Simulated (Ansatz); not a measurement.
Ideal-gas functions of `BB1C=C1` at 400 K and 1 bar, from an Ansatz frequency run at PBE0-D4/def2-TZVP.

Molar mass 49.68 g/mol, point group C2v (symmetry number 2), electronic degeneracy 1, moments of inertia 17.267, 87.703, 100.78 u Å². Harmonic wavenumbers (cm⁻¹, unscaled): 183, 262, 355, 665, 668, 815, 881, 909, 970, 993, 1127, 1162, 1319, 1646, 2577, 2645, 3228, 3255.

Use S(trans) = R[1.5 ln M + 2.5 ln T − 1.1517]; rotational temperatures θ = 24.2544 K / I; S(rot) = R[ln(√π/σ · √(T³/θAθBθC)) + 1.5]; for each mode x = 1.438777 ν̃/T, S = R[x/(eˣ − 1) − ln(1 − e⁻ˣ)] and H = RT x/(eˣ − 1); 1 cm⁻¹ = 0.0119627 kJ/mol; R = 8.31446 J/(mol·K).

Question: By hand: the entropy, in J/(mol·K).

Answer: Translation 163.7. Rotation: θ = 1.4047, 0.2766, 0.2407 K, giving 96.0. Vibration, mode by mode: 11.94, 9.11, 6.82, 2.80, 2.78, 1.83, 1.51, 1.40, 1.17, 1.10, 0.74, 0.67, 0.42, 0.15, 0.01, 0.01, 0.00, 0.00, in all 42.5. Electronic 0.0. Sum 302.2 J/(mol·K).

Question: By hand: H − E and G − E in kJ/mol, counted from the electronic energy.

Answer: Zero-point energy ½ × 23660 × 0.0119627 = 141.5; thermal vibration 10.4; translation, rotation and pV give 4 RT = 13.3. H − E = 165.2 kJ/mol, and G − E = 165.2 − 400 × 302.2/1000 = 44.3 kJ/mol.

Vibration gives 14 % of the entropy.
